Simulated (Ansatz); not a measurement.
A run of Ansatz (development build ahead of 0.2.0) on triplet CH2Be at this shape:

```xyz
4

Be    0.0000    0.0000    0.0000
C     0.0000    0.0000    3.7840
H     0.0000    2.7516   -0.4852
H     2.3828   -1.3758   -0.4852
```

Its results:

| Property | Result |
| --- | --- |
| Converged | yes |
| Total energy | -53.45276 hartree |
| Spin squared of the determinant | 3.050 |
| Stability test | minimum |

Q: Which input gives this output? Name the method, the orbitals and the basis set, and write the input.

A: PBE0 (unrestricted) in pcseg-2.

```yaml
crystal:
  periodic: [false, false, false]
  atoms:
    - { symbol: Be, position_ang: [0.0, 0.0, 0.0] }
    - { symbol: C, position_ang: [0.0, 0.0, 3.784] }
    - { symbol: H, position_ang: [0.0, 2.7516, -0.4852] }
    - { symbol: H, position_ang: [2.3828, -1.3758, -0.4852] }
basis:
  gaussian: { orbitals: pcseg-2 }
magnetization:
  spin_polarized: true
  initial_magnetization: 2
hamiltonian:
  xc: pbe0
```

Caution: charge can spread falsely over distant fragments; the unrestricted determinant is a mixture of spin states; other spin multiplicities may lie lower.
